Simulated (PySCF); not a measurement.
Below is a simulated gas-phase C 1s photoelectron spectrum of BMe2(CN) (`CB(C)C#N`).

Every computed line was given a Gaussian of 0.6 eV full width at half maximum and an area set by the number of equivalent atoms; the highest printed point is 100. Computed with delta-SCF UKS SCAN, pcX-2 on the ionised atom, pcseg-1 elsewhere, spin-free X2C (PySCF 2.14.0).

(binding energy (eV), intensity): (289.9, 0), (290.0, 1), (290.1, 4), (290.2, 10), (290.3, 21), (290.4, 40), (290.5, 63), (290.6, 86), (290.7, 100), (290.8, 100), (290.9, 86), (291.0, 63), (291.1, 40), (291.2, 24), (291.3, 16), (291.4, 16), (291.5, 23), (291.6, 34), (291.7, 45), (291.8, 51), (291.9, 49), (292.0, 41), (292.1, 29), (292.2, 18), (292.3, 9), (292.4, 4), (292.5, 2), (292.6, 1), (292.7, 0)

Problem. How many maxima does the curve show, and how many computed lines lie under it?

Solution. The curve has 2 maxima (at 290.7 and 291.8 eV). Under it lie 2 lines from 2 inequivalent carbon sites.

Problem. Decompose the envelope and assign each component. Bonds: B1–C2, B1–C6, B1–C10, C10–N11. Hydrogens: H3, H4, H5 on C2; H7, H8, H9 on C6.

Solution. 
```
position (eV)  relative area  line  atoms                 environment
       290.75              2  C 1s  C2/C6  carbon bonded to B and 3 H
       291.83              1  C 1s    C10    carbon bonded to B and N
```

Problem. What are the centre and the root-mean-square width of the whole band?

Solution. The area-weighted mean of the lines is 291.11 eV. Their own spread about it is 0.51 eV (rms) and each Gaussian has σ = 0.6/2.355 = 0.25 eV; the variances add, which gives 0.57 eV.

Lowest listed C 1s: C2/C6, bonded to 3 H and B. Highest, 1.08 eV above it: C10, bonded to N and B.

The curve has no shake-up lines and no vibrational structure. The first atom of each set that the bonding makes equivalent was ionised and stands for the set. Isolated species at its PBE0-D3(BJ)/def2-SVP geometry, gas phase.

On Arm Neoverse V1, one thread, shared host, this took 18 s of wall time and 0.43 GiB of memory at its peak.
